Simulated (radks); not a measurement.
Problem. Radial electron density D(r) = 4 pi r^2 rho(r) of an atom or ion with 29 electrons. Calculated with a radial shooting solver on a logarithmic mesh with Libxc functionals: non-relativistic Kohn-Sham, PBEsol, spin-unpolarised, spherical densities, point nucleus.

```
   r/bohr * D(r) (the largest magnitude, 38.8, reaches the edge; | marks zero)
 0.002995 | *
 0.003963 |   *
 0.005202 |     *
 0.006883 |        *
 0.009035 |             *
  0.01195 |                    *
  0.01569 |                            *
  0.02076 |                                     *
  0.02725 |                                             *
  0.03606 |                                                *
  0.04733 |                                              *
  0.06262 |                                         *
  0.08219 |                                      *
   0.1088 |                                            *
   0.1427 |                                                     *
   0.1889 |                                                      *
   0.2479 |                                         *
    0.328 |                          *
   0.4306 |                         *
   0.5697 |                               *
   0.7478 |                           *
   0.9894 |                *
    1.299 |       *
    1.718 |   *
    2.255 | *
    2.984 |*
    3.917 *
    5.183 *
    6.803 *
    9.001 *
```

What is the nuclear charge?

Solution. Z = 29. The innermost maximum, from 1s, lies near 1/Z = 0.0345 bohr (found: 0.0372), and its height grows with Z. The density is that of neutral copper in [Ar] 3d10 4s1; the configuration itself is not fixed sharply by these data, and Z only to about a unit. D(r) has 3 maxima, at r = 0.0372, 0.168, 0.602 bohr, and minima at 0.0796, 0.382 bohr, inside which lie 2.11, 10.90 electrons.
